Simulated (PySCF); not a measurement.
C₂H₈N₂Si, SMILES C/C=N/[SiH2]N.

Geometry optimised at B3LYP-D3(BJ)/def2-SVP. The structure was generated by enumeration; whether it is a known compound was not checked. The values are those of a single conformer.

These are r2SCAN/def2-TZVP in PySCF values and carry that method's errors.

The molecule is in vacuum.

Computed frontier levels, gap, dipole moment and polarisability:
highest occupied level: -5.70 eV
lowest empty level: -1.34 eV
orbital gap: 4.36 eV
dipole moment: 0.377 e·Å
quadrupole, principal values (traceless, Buckingham form, about the centre of nuclear charge): -6.49, -0.57, 7.05 D·Å
mean static polarisability: 68.7 bohr³ (10.18 Å³)
polarisability, principal values: 54.5, 60.6, 91.0 bohr³
